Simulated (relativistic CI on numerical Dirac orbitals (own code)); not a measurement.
**One change at a time: Pt XLVI**

Base calculation: Dirac-Coulomb-Breit CI, orbitals from a KLI potential per configuration, model QED, unscaled Slater integrals.

Configuration list (outside the closed core [Ar] 3d10): 4s2.4p3, 4s.4p4, 4s2.4p2.4d, 4p5, 4s.4p3.4d, 4s2.4p2.4f, 4s.4p3.4f, 4p4.4d, 4s.4p2.4d2, 4s2.4p.4d.4f, 4p4.4f, 4s2.4p.4d2, 4s2.4d3, 4s.4p.4d3, 4s2.4d2.4f, 4s.4p.4d2.4f, 4p3.4d2, 4p2.4d3, 4p2.4d2.4f. Double excitations out of closed p, d and f shells are left out; levels of such configurations are missing from the list, as are those of other unlisted configurations, and high levels can miss mixing partners.

Variants: (1) QED terms removed; (2) Breit term removed. Shifts of the energy above 4s2.4p3 2P°_3/2, in eV, for the lowest level and the first level of each name with at least 55 % of one term (blank where a level changes its place among those of its configuration and J or its character, or is not in the variant):

```tsv
Level	Base	Δ(1)	Δ(2)
4s2.4p3 2P°_3/2	0.000	0.000	0.000
4s2.4p3 2D°_5/2	125.418	-0.111	+1.407
4s2.4p3 2P°_1/2	133.198	-0.110	+1.307
4s.4p4 4P_5/2	229.417	+1.334	+0.271
4s.4p4 2S_1/2	244.890	+1.397	+0.147
4s2.4p2.4d 4D_1/2	287.294	+0.203	+1.875
4s2.4p2.4d 2G_9/2	320.018	+0.128	+2.651
4s.4p4 4P_3/2	356.980	+1.170	+1.571
4s.4p4 2D_5/2	365.637	+1.203	+1.652
4s2.4p2.4d 4F_9/2	442.565	+0.026	+3.912
```

At this charge energies of transitions that change n are usually good to better than 1 %, and those within a shell (Δn = 0) to a few per cent.

Ionisation energy from the two ground configurations alone: base 2349.53 eV; Breit term removed 2351.62 eV. The NIST ASD value (theoretical) is 2350 eV.

LS names give the leading component of a level, which can be under half, so a name can repeat, a term be missing and a line seem to break the LS rules.
